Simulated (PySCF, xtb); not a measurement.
Nb(S)(OH)2(Me) (CH₅NbO₂S), SMILES [OH][Nb]([OH])(=[S])[CH3], multiplicity 1. Other conformers were not sampled.

Harmonic wavenumbers (cm⁻¹) from GFN2-xTB in xtb 6.7.1 at its own minimum, in rising order: 108, 142, 144, 161, 175, 187, 380, 441, 443, 467, 543, 557, 574, 643, 707, 708, 1242, 1440, 1452, 2932, 2954, 2955, 3583, 3594.

**Question.** What does B3LYP-D3(BJ)/def2-SVP (PySCF 2.14.0) give at its own minimum? (An estimate is asked for; the answer gives what the named calculation found.)

**Answer.** 153, 156, 163, 172, 173, 195, 347, 366, 470, 483, 539, 555, 567, 624, 730, 758, 1177, 1399, 1403, 3005, 3103, 3120, 3872, 3876. Paired by order, the mean absolute difference is 61 cm⁻¹ and the zero-point energies are 37.9 and 39.2 kcal/mol.
